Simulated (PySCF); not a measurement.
Species: C5H6F2.
Atom-mapped SMILES: `[F:1][CH2:2][C:3]1=[C:4]([F:5])[CH2:6][CH2:7]1` (hydrogens: H8, H9 on C2; H10, H11 on C6; H12, H13 on C7)

All values: PBE0/def2-SVPD (PySCF, non-relativistic), on one gas-phase PBE0-D3(BJ)/def2-SVP geometry that isn't relaxed in the solvent. The solvent is an IEF-PCM continuum (van der Waals radii × 1.2). Specific hydrogen bonds and non-electrostatic terms are outside this model.

Gas phase at PBE0/def2-SVPD: HOMO -7.31 eV, LUMO 0.02 eV, dipole 1.91 D.

Q: What does the continuum do to the energy, the frontier levels and the dipole at PBE0/def2-SVPD in chloroform and acetone?

A: 
```
   solvent      ε  E(solvent) − E(gas) (kcal/mol)  polarisation term (kcal/mol)  distortion of the solute (kcal/mol)  HOMO (eV)  LUMO (eV)  dipole (D)
chloroform  4.711                           -2.59                         -2.85                                 0.26      -7.19       0.12        2.25
   acetone  20.49                           -3.39                         -3.86                                 0.47      -7.16       0.14        2.37
```

Polarisation term: ½ Σ q·V over the induced surface charges. Distortion: the rise of the solute's own energy as its density leaves the gas-phase optimum. From chloroform to acetone the lowering changes by a factor 1.31, Onsager's factor (ε − 1)/(2ε + 1) by 1.30 and ε itself by 4.3.

Q: Which radius a makes the point-dipole formula ΔE = −[(ε − 1)/(2ε + 1)]·μ²/a³ give the value in acetone, with the gas-phase dipole?

A: μ = 0.751 au and |ΔE| = 0.00541 Eh give a = 1.93 Å; the farthest nucleus lies 2.68 Å from the centroid of the nuclei, so such a sphere wouldn't even hold the nuclei. The formula assumes a rigid point dipole at the centre of a sphere.

Q: How does the static polarisability (PBE0/def2-SVPD, frozen core, with the continuum's full static response) change?

A: 
```
    medium  isotropic (au)  principal values (au)  ⟨r²⟩ of the electrons (bohr²)
       gas            59.9       47.5, 59.8, 72.3                          801.1
chloroform            72.7       58.0, 72.3, 87.8                          801.0
   acetone            77.8       63.0, 77.2, 93.3                          800.9
```

The isotropic value in acetone is 1.30 times the gas-phase one; no cavity-field correction is applied. ⟨r²⟩ is taken about the centre of nuclear charge.

The values belong to the conformer `[F:1][CH2:2][C:3]1=[C:4]([F:5])[CH2:6][CH2:7]1`: F1–C2–C3–C4 120°.
